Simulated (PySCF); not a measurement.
C2H4O3Si, SMILES C#C[Si](O)(O)O.

Geometry optimised at PBE-D3(BJ)/def2-SVP. This is a generated structure with no PubChem entry under its InChIKey; it may be hypothetical. Other conformers were not sampled.

These are SMD-M06-2X/6-31G* run with PySCF values and carry that method's errors.

Solvation free energies are E(SMD) − E(gas) at the gas-phase geometry, for 1 M in both phases. In vacuum the dipole moment is 3.19 D.

**Question.** Rank water, chlorobenzene, 2-propanol by solvation free energy, most negative first.

**Answer.** water (-14.5 kcal/mol), 2-propanol (-14.0 kcal/mol), chlorobenzene (-7.6 kcal/mol)
